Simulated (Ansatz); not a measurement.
A nudged elastic band was laid between two geometries of CH5BF2OSi (11 atoms, charge 0, multiplicity 1).

The calculation used RKS B3LYP-D4/6-31G* (Ansatz).

| Item | Value |
| --- | --- |
| movable images | 9 |
| climbing image | yes |
| spring | 5.0 eV/Å² |
| optimiser | quadratic models (default) |
| start path | IDPP |
| force threshold | 0.03 eV/Å |
| iteration limit | 30 |
| end points | relaxed |

First end point:

```xyz
11
Properties=species:S:1:pos:R:3
C -1.344 -1.187 -0.237
O -1.444 0.185 0.144
B -0.401 1.014 0.305
F -0.696 2.271 0.663
Si 1.594 0.665 0.087
F 1.902 -0.879 -0.337
H -0.306 -1.505 -0.358
H -1.826 -1.793 0.536
H -1.883 -1.323 -1.179
H 2.309 0.943 1.364
H 2.161 1.553 -0.966
```

Last end point:

```xyz
11
Properties=species:S:1:pos:R:3
C -0.876 -0.744 -1.333
O -1.032 0.592 -0.869
B -0.334 1.116 0.157
F -0.592 2.392 0.447
Si 1.075 0.134 1.260
F 1.499 1.054 2.524
H -0.274 -0.746 -2.247
H -0.401 -1.392 -0.586
H -1.868 -1.143 -1.560
H 2.296 -0.148 0.450
H 0.571 -1.172 1.776
```

Task: What changes between the two ends?

Result: No bond is made or broken. The dihedral O2–B3–Si5–F6 goes from -1 to -171°.

Task: What energy profile does the band end with?

Result: The forces met the threshold. The highest image is number 6 of 0 to 10, 10.5 kJ/mol above the first end and 1.8 kJ/mol above the last; the last end lies 8.7 kJ/mol above the first. A vibrational analysis at the climbing image gives one clearly imaginary mode, 56i cm⁻¹, and a faint second one (24i cm⁻¹) that may be numerical noise or a soft torsion: probably a first-order saddle point.

```json
{"image": "0", "path coordinate (Å)": "0.00", "energy (kJ/mol)": "0.0", "dihedral O2–B3–Si5–F6 (°)": "-1"}
{"image": "1", "path coordinate (Å)": "0.78", "energy (kJ/mol)": "1.7", "dihedral O2–B3–Si5–F6 (°)": "-11"}
{"image": "2", "path coordinate (Å)": "1.56", "energy (kJ/mol)": "3.8", "dihedral O2–B3–Si5–F6 (°)": "-22"}
{"image": "3", "path coordinate (Å)": "2.34", "energy (kJ/mol)": "4.6", "dihedral O2–B3–Si5–F6 (°)": "-37"}
{"image": "4", "path coordinate (Å)": "3.12", "energy (kJ/mol)": "6.6", "dihedral O2–B3–Si5–F6 (°)": "-56"}
{"image": "5", "path coordinate (Å)": "3.90", "energy (kJ/mol)": "9.6", "dihedral O2–B3–Si5–F6 (°)": "-77"}
{"image": "6", "path coordinate (Å)": "4.67", "energy (kJ/mol)": "10.5", "dihedral O2–B3–Si5–F6 (°)": "-97"}
{"image": "7", "path coordinate (Å)": "5.40", "energy (kJ/mol)": "10.2", "dihedral O2–B3–Si5–F6 (°)": "-117"}
{"image": "8", "path coordinate (Å)": "6.13", "energy (kJ/mol)": "9.6", "dihedral O2–B3–Si5–F6 (°)": "-136"}
{"image": "9", "path coordinate (Å)": "6.86", "energy (kJ/mol)": "9.0", "dihedral O2–B3–Si5–F6 (°)": "-154"}
{"image": "10", "path coordinate (Å)": "7.59", "energy (kJ/mol)": "8.7", "dihedral O2–B3–Si5–F6 (°)": "-171"}
```

Task: What is the geometry of the highest image?

Result: 
```xyz
11
Properties=species:S:1:pos:R:3
C -1.123 -0.314 -1.326
O -1.381 0.485 -0.175
B -0.489 0.691 0.812
F -0.900 1.473 1.814
Si 1.422 -0.036 0.904
F 1.466 -1.386 1.807
H -0.572 0.264 -2.075
H -0.554 -1.216 -1.078
H -2.089 -0.607 -1.743
H 2.328 0.968 1.526
H 1.958 -0.379 -0.445
```

The band took 18 iterations and of the order of 19 core-minutes.

Time of the run: 9.7 min on 2 threads of Intel(R) Xeon(R) Platinum 8488C (Sapphire Rapids), with other jobs on the host, peak memory 0.25 GiB.
